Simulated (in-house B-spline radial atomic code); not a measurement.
Successive ionisation energies of caesium; each step leads to the configuration of the next row (after the last: [Ar] 3d8). Dirac energy differences include first-order Breit, QED and recoil terms. NIST's values go from ground level to ground level; the uncertainty of those that are theory runs from under 0.1 % in few-electron ions to several per cent in heavy many-electron ones. Computed with a B-spline radial code for spherical atoms: Dirac-Hartree-Fock, average of the configuration, finite nuclei.

| ion | configuration | ionisation energy (eV) | tabulated value (eV) | tabulated kind | computed minus tabulated (eV) | highest orbital | largest mean radius (bohr) |
| --- | --- | --- | --- | --- | --- | --- | --- |
| Cs11+ | [Kr] 4d8 | 263.4 | 261 | tabulated theory | 2.4 | 4d5/2 | 0.78705 |
| Cs12+ | [Kr] 4d7 | 291.4 | 289 | tabulated theory | 2.4 | 4d5/2 | 0.77372 |
| Cs13+ | [Kr] 4d6 | 320.1 | 316 | tabulated theory | 4.1 | 4d5/2 | 0.76106 |
| Cs14+ | [Kr] 4d5 | 349.5 | 352 | tabulated theory | -2.5 | 4d5/2 | 0.74898 |
| Cs15+ | [Kr] 4d4 | ? | ? | tabulated theory | ? | ? | ? |
| Cs16+ | [Kr] 4d3 | ? | ? | tabulated theory | ? | ? | ? |
| Cs17+ | [Kr] 4d2 | 441.9 | 445 | tabulated theory | -3.1 | 4d5/2 | 0.71572 |
| Cs18+ | [Kr] 4d1 | ? | ? | tabulated theory | ? | ? | ? |
| Cs19+ | [Ar] 3d10 4s2 4p6 | 602.7 | 597 | tabulated theory | 5.7 | 4p3/2 | 0.67375 |
| Cs20+ | [Ar] 3d10 4s2 4p5 | 636.7 | 629 | tabulated theory | 7.7 | 4p3/2 | 0.66669 |
| Cs21+ | [Ar] 3d10 4s2 4p4 | 671.2 | 666 | tabulated theory | 5.2 | 4p3/2 | 0.66025 |
| Cs22+ | [Ar] 3d10 4s2 4p3 | 706.1 | 700 | tabulated theory | 6.1 | 4p3/2 | 0.65397 |
| Cs23+ | [Ar] 3d10 4s2 4p2 | 741.6 | 753 | tabulated theory | -11.4 | 4p3/2 | 0.64785 |
| Cs24+ | [Ar] 3d10 4s2 4p1 | 777.6 | 791 | tabulated theory | -13.4 | 4p3/2 | 0.64187 |
| Cs25+ | [Ar] 3d10 4s2 | 875.2 | 875 | tabulated theory | 0.2 | 4s1/2 | 0.61601 |
| Cs26+ | [Ar] 3d10 4s1 | 914.6 | 916.1 | semi-empirical | -1.5 | 4s1/2 | 0.61072 |
| Cs27+ | [Ar] 3d10 | 1598.7 | 1592 | tabulated theory | 6.7 | 3d5/2 | 0.29299 |
| Cs28+ | [Ar] 3d9 | 1682.6 | 1672 | tabulated theory | 10.6 | 3d5/2 | 0.29077 |

Q: Fill in the row of Cs15+.

A: ionisation energy (eV): 379.6; tabulated value (eV): 382; computed minus tabulated (eV): -2.4; highest orbital: 4d5/2; largest mean radius (bohr): 0.73743.

Q: Fill in the row of Cs16+.

A: ionisation energy (eV): 410.4; tabulated value (eV): 413; computed minus tabulated (eV): -2.6; highest orbital: 4d5/2; largest mean radius (bohr): 0.72636.

Q: Fill in the row of Cs18+.

A: ionisation energy (eV): 474.1; tabulated value (eV): 476; computed minus tabulated (eV): -1.9; highest orbital: 4d5/2; largest mean radius (bohr): 0.70548.

Q: Where is the largest jump?

A: From Cs26+ to Cs27+, by a factor of 1.75 (914.61 to 1598.7 eV); the highest orbital goes from 4s1/2 to 3d5/2.

Where a p, d or f electron is removed, the computed value is a mean over both j, so it misses the tabulated one by a part of the spin-orbit splitting; averaging over terms and missing correlation add to the gap, relatively most at low charge.
